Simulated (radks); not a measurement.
Task: Radial electron density D(r) = 4 pi r^2 rho(r) of an atom or ion with 12 electrons. Method: non-relativistic Kohn-Sham, LDA (Slater exchange, Perdew-Wang correlation), spin-polarised, spherical densities, point nucleus; computed with a radial shooting solver on a logarithmic mesh with Libxc functionals.

| r (bohr) | D(r) (e/bohr) |
|---|---|
| 0.003585 | 0.2566 |
| 0.004557 | 0.4036 |
| 0.005747 | 0.6208 |
| 0.007306 | 0.9605 |
| 0.009287 | 1.469 |
| 0.01181 | 2.212 |
| 0.01489 | 3.228 |
| 0.01893 | 4.661 |
| 0.02406 | 6.530 |
| 0.03035 | 8.722 |
| 0.03858 | 11.23 |
| 0.04904 | 13.61 |
| 0.06234 | 15.31 |
| 0.07862 | 15.75 |
| 0.09995 | 14.69 |
| 0.1271 | 12.48 |
| 0.1602 | 10.39 |
| 0.2037 | 9.689 |
| 0.259 | 11.03 |
| 0.3292 | 13.28 |
| 0.4151 | 14.24 |
| 0.5278 | 12.50 |
| 0.6709 | 8.547 |
| 0.8461 | 4.634 |
| 1.076 | 2.209 |
| 1.367 | 1.472 |
| 1.738 | 1.315 |
| 2.192 | 0.9597 |
| 2.787 | 0.4465 |
| 3.543 | 0.1192 |
| 4.468 | 0.01759 |
| 5.68 | 0.001095 |

What is the nuclear charge?

Result: Z = 14. The innermost maximum, from 1s, lies near 1/Z = 0.0714 bohr (found: 0.0755), and its height grows with Z. The density is that of the silicon ion Si2+ in [Ne] 3s2; the configuration itself is not fixed sharply by these data, and Z only to about a unit. D(r) has 2 maxima, at r = 0.0755, 0.405 bohr, and minima at 0.196 bohr, inside which lie 2.19 electrons.
